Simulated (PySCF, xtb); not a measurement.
H₃IrO₃, SMILES [OH][Ir]([OH])[OH], multiplicity 1. One conformer was computed; it need not be the lowest.

Harmonic wavenumbers (cm⁻¹) from GFN2-xTB run with xtb at its own minimum, in rising order: 124, 129, 164, 435, 444, 491, 548, 555, 598, 770, 810, 826, 3422, 3444, 3448.

### Question
What does PBE-D3(BJ)/def2-SVP in PySCF give at its own minimum? (Estimate from the structure and the level; the computed values follow.)

### Answer
185, 186, 215, 605, 670, 696, 705, 705, 720, 937, 956, 970, 3494, 3502, 3507. Paired by order, the mean absolute difference is 123 cm⁻¹ and the zero-point energies are 23.2 and 25.8 kcal/mol.
